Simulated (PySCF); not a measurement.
# Worked example: oscillator strength and radiative lifetime

C3H10Si3, SMILES [SiH2]1[SiH2]C([SiH2]1)C=C.

Geometry: B3LYP-D3(BJ)/def2-SVP. This is a generated structure with no PubChem entry under its InChIKey; it may be hypothetical. The values are those of a single conformer.

PySCF with TDA-M06-2X/def2-SVPD puts the first singlet state with f over 0.02 at 5.87 eV (vertical), with the transition dipole (0.000, 0.000, 0.776) in atomic units.

Find the oscillator strength, the wavelength and the radiative lifetime that this transition would have in vacuum if emission retraced absorption.


|μ|² = 0.6022 au, so |μ| = 1.97 D. ΔE = 5.87/27.211 = 0.2157 hartree. f = (2/3) ΔE |μ|² = 0.087 (the program prints 0.087).
λ = 1239.84/5.87 = 211 nm; ν = 47345 cm⁻¹.
Einstein's coefficient A = 0.6670 ν² f s⁻¹ (ν in cm⁻¹) = 1.3e8 s⁻¹, so τ = 1/A = 7.7 ns. This state is S3; the lower singlets have f = 0.002, 0.004. The figure is the radiative limit of this one transition; relaxation, internal conversion, crossing to triplets and a medium change what is measured.
